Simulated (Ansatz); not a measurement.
Steps of a relaxation of `C=C(I)BC` with RKS PBE-D4/def2-SVP.

```sh
$ ansatz run in.yaml --threads 4 --pin off --events-out ev --progress --plain --max-ram 10444MiB
```

```yaml
crystal:
  periodic: [false, false, false]
  atoms:
    - {symbol: C, position_ang: [-1.399600, 1.383000, -0.648700]}
    - {symbol: C, position_ang: [-0.346300, 0.887700, -0.138500]}
    - {symbol: I, position_ang: [1.123100, 2.172000, 0.623400]}
    - {symbol: B, position_ang: [-0.080300, -0.661000, -0.100700]}
    - {symbol: C, position_ang: [1.152700, -1.344600, 0.501400]}
    - {symbol: H, position_ang: [-1.572800, 2.521300, -0.687200]}
    - {symbol: H, position_ang: [-2.214200, 0.809400, -1.064800]}
    - {symbol: H, position_ang: [-0.961100, -1.357000, -0.540300]}
    - {symbol: H, position_ang: [1.252600, -1.032200, 1.628200]}
    - {symbol: H, position_ang: [2.047000, -0.994200, -0.018500]}
    - {symbol: H, position_ang: [1.064300, -2.441500, 0.466400]}
basis:
  gaussian: {orbitals: def2-SVP}
hamiltonian: {xc: pbe, dispersion: d4}
relax: {f_tol: 0.03, max_steps: 200}
```

Positions (Å) and forces (eV/Å) along the path, 12 of 19 steps:

```xyz
11
step=1 energy=-11976.2372 eV
C    -1.400    1.383   -0.649   -4.274    4.501   -1.882
C    -0.346    0.888   -0.139    4.031   -3.147    1.688
I     1.123    2.172    0.623    0.673    0.527    0.365
B    -0.080   -0.661   -0.101   -0.412    0.506    0.201
C     1.153   -1.345    0.501   -0.201   -0.022    1.883
H    -1.573    2.521   -0.687    0.093   -1.276   -0.008
H    -2.214    0.809   -1.065   -0.478   -0.732   -0.293
H    -0.961   -1.357   -0.540   -0.410   -0.041   -0.281
H     1.253   -1.032    1.628    0.020   -0.282   -1.544
H     2.047   -0.994   -0.018    0.707    0.147   -0.097
H     1.064   -2.442    0.466    0.252   -0.180   -0.031
11
step=3 energy=-11976.6133 eV
C    -1.425    1.438   -0.703   -0.246   -0.040    0.593
C    -0.325    0.870   -0.141   -0.054   -0.034   -0.485
I     1.198    2.195    0.631   -0.088   -0.111   -0.030
B    -0.091   -0.679   -0.121   -0.196    0.080    0.430
C     1.153   -1.373    0.524    0.044   -0.018   -0.269
H    -1.619    2.524   -0.693    0.113    0.029   -0.151
H    -2.273    0.806   -1.043    0.353   -0.032   -0.091
H    -1.043   -1.319   -0.562    0.156    0.056   -0.072
H     1.240   -1.060    1.586   -0.056    0.053    0.100
H     2.091   -0.980    0.065   -0.031   -0.040   -0.001
H     1.158   -2.479    0.477    0.004    0.057   -0.024
11
step=4 energy=-11976.6395 eV
C    -1.437    1.434   -0.669    0.106   -0.075    0.173
C    -0.309    0.889   -0.152    0.048   -0.001   -0.106
I     1.243    2.202    0.547   -0.016    0.018    0.017
B    -0.098   -0.655   -0.079   -0.279    0.037    0.055
C     1.144   -1.369    0.528    0.115   -0.018   -0.150
H    -1.638    2.512   -0.736    0.014    0.099   -0.026
H    -2.221    0.744   -1.017   -0.079   -0.026   -0.076
H    -1.060   -1.262   -0.542    0.120   -0.069    0.044
H     1.187   -1.199    1.624   -0.039    0.174    0.120
H     2.072   -0.891    0.134    0.000   -0.094    0.077
H     1.183   -2.463    0.382    0.010   -0.046   -0.130
11
step=5 energy=-11976.6487 eV
C    -1.434    1.433   -0.666    0.046   -0.045    0.059
C    -0.305    0.881   -0.160   -0.033    0.077    0.019
I     1.243    2.196    0.545   -0.003   -0.006   -0.004
B    -0.109   -0.661   -0.069    0.086    0.064   -0.133
C     1.156   -1.364    0.504    0.021    0.000   -0.166
H    -1.620    2.515   -0.743    0.009    0.037   -0.023
H    -2.224    0.748   -1.015   -0.056    0.012   -0.033
H    -1.073   -1.284   -0.485   -0.034   -0.088    0.034
H     1.123   -1.181    1.600    0.038   -0.031    0.204
H     2.106   -0.888    0.174   -0.064    0.030    0.010
H     1.204   -2.454    0.334   -0.009   -0.050    0.033
11
step=6 energy=-11976.6517 eV
C    -1.438    1.437   -0.659    0.023   -0.051   -0.071
C    -0.311    0.880   -0.158   -0.024    0.027   -0.010
I     1.236    2.194    0.550    0.011   -0.003    0.003
B    -0.106   -0.663   -0.078   -0.027    0.027    0.033
C     1.155   -1.365    0.506    0.024   -0.005   -0.065
H    -1.612    2.522   -0.748   -0.008    0.012    0.031
H    -2.233    0.761   -1.023   -0.002    0.028    0.018
H    -1.069   -1.299   -0.484    0.002   -0.025   -0.003
H     1.139   -1.180    1.606    0.004   -0.014    0.045
H     2.099   -0.887    0.165    0.000    0.018    0.007
H     1.204   -2.457    0.343   -0.004   -0.013    0.011
11
step=7 energy=-11976.6527 eV
C    -1.438    1.438   -0.661    0.012   -0.021   -0.043
C    -0.311    0.879   -0.162   -0.009    0.019   -0.005
I     1.242    2.193    0.537    0.005   -0.002    0.001
B    -0.107   -0.663   -0.076   -0.015    0.012    0.018
C     1.157   -1.364    0.506    0.009   -0.003   -0.041
H    -1.610    2.523   -0.748   -0.003    0.004    0.018
H    -2.238    0.765   -1.019   -0.004    0.014    0.010
H    -1.071   -1.302   -0.476    0.000   -0.017    0.003
H     1.127   -1.199    1.609    0.000   -0.009    0.037
H     2.100   -0.874    0.182    0.010    0.018    0.003
H     1.214   -2.453    0.329   -0.005   -0.015    0.000
11
step=8 energy=-11976.6414 eV rejected
C    -1.439    1.442   -0.673   -0.020    0.053    0.040
C    -0.307    0.878   -0.194    0.024    0.034    0.051
I     1.287    2.192    0.428   -0.044   -0.015   -0.023
B    -0.114   -0.661   -0.056    0.098   -0.092   -0.067
C     1.169   -1.355    0.495    0.245    0.057    0.473
H    -1.593    2.531   -0.767   -0.003   -0.031   -0.034
H    -2.269    0.782   -0.980    0.011   -0.011   -0.008
H    -1.093   -1.321   -0.389    0.030    0.046    0.038
H     1.015   -1.358    1.627    0.100   -0.023   -0.611
H     2.113   -0.763    0.334   -0.423   -0.321    0.066
H     1.298   -2.423    0.197   -0.017    0.304    0.072
11
step=12 energy=-11976.6573 eV
C    -1.437    1.440   -0.676   -0.002    0.001   -0.001
C    -0.305    0.890   -0.177   -0.006   -0.002   -0.001
I     1.268    2.216    0.447    0.009   -0.003   -0.001
B    -0.107   -0.650   -0.045    0.005   -0.009    0.007
C     1.169   -1.358    0.500   -0.006    0.014   -0.004
H    -1.599    2.524   -0.795   -0.002    0.000   -0.001
H    -2.255    0.766   -0.987    0.004   -0.002    0.000
H    -1.093   -1.300   -0.367   -0.004   -0.001    0.001
H     1.038   -1.376    1.611   -0.004   -0.005    0.000
H     2.108   -0.795    0.325    0.009    0.001    0.005
H     1.279   -2.414    0.186   -0.003    0.007   -0.005
11
step=13 energy=-11976.6453 eV rejected
C    -1.434    1.440   -0.696   -0.061   -0.006    0.149
C    -0.301    0.908   -0.178   -0.006   -0.038   -0.102
I     1.301    2.238    0.354   -0.017    0.013    0.018
B    -0.106   -0.630   -0.005   -0.045   -0.037   -0.016
C     1.177   -1.349    0.501    0.055   -0.259    0.432
H    -1.605    2.521   -0.838    0.035   -0.034   -0.065
H    -2.259    0.754   -0.966    0.054    0.045    0.004
H    -1.110   -1.285   -0.263    0.044    0.030   -0.004
H     0.963   -1.557    1.603    0.147    0.105   -0.588
H     2.108   -0.735    0.465   -0.188   -0.196    0.008
H     1.331   -2.361    0.043   -0.017    0.377    0.163
11
step=14 energy=-11976.6581 eV
C    -1.440    1.440   -0.675    0.025    0.005   -0.044
C    -0.305    0.896   -0.176   -0.014   -0.011    0.002
I     1.282    2.220    0.415   -0.002    0.009   -0.001
B    -0.108   -0.644   -0.031   -0.004   -0.001    0.001
C     1.171   -1.354    0.501    0.004   -0.029    0.042
H    -1.597    2.522   -0.819   -0.007   -0.008    0.021
H    -2.258    0.762   -0.976    0.001    0.006    0.017
H    -1.099   -1.295   -0.335    0.002    0.000    0.006
H     1.012   -1.440    1.608    0.007    0.000   -0.060
H     2.107   -0.772    0.376   -0.011   -0.013    0.005
H     1.299   -2.392    0.134   -0.002    0.042    0.013
11
step=16 energy=-11976.6586 eV
C    -1.439    1.441   -0.680    0.010   -0.005    0.004
C    -0.304    0.896   -0.182    0.008    0.007    0.001
I     1.284    2.226    0.398   -0.002   -0.002   -0.002
B    -0.107   -0.642   -0.027   -0.012   -0.007   -0.007
C     1.172   -1.353    0.504   -0.003   -0.007    0.006
H    -1.596    2.522   -0.821   -0.007    0.002   -0.002
H    -2.260    0.763   -0.969   -0.005    0.002   -0.002
H    -1.100   -1.294   -0.323    0.007    0.004    0.005
H     1.002   -1.469    1.604   -0.002    0.001    0.002
H     2.106   -0.766    0.400    0.006    0.005    0.002
H     1.307   -2.382    0.116    0.001    0.000   -0.007
11
step=19 energy=-11976.6590 eV
C    -1.439    1.441   -0.682    0.000   -0.006    0.017
C    -0.301    0.900   -0.188    0.018    0.007    0.002
I     1.297    2.232    0.358   -0.008   -0.002   -0.002
B    -0.106   -0.636   -0.018   -0.010   -0.009   -0.019
C     1.172   -1.350    0.511    0.004    0.001    0.017
H    -1.598    2.522   -0.831   -0.005    0.006   -0.008
H    -2.266    0.762   -0.954   -0.002    0.002   -0.005
H    -1.101   -1.291   -0.303    0.005    0.005    0.006
H     0.977   -1.529    1.598    0.002   -0.001   -0.004
H     2.102   -0.750    0.454   -0.005   -0.002   -0.001
H     1.327   -2.357    0.075    0.000   -0.001   -0.003
```

Run time 19 s (4 threads of an Intel Xeon on a shared host); peak host memory 0.18 GiB.
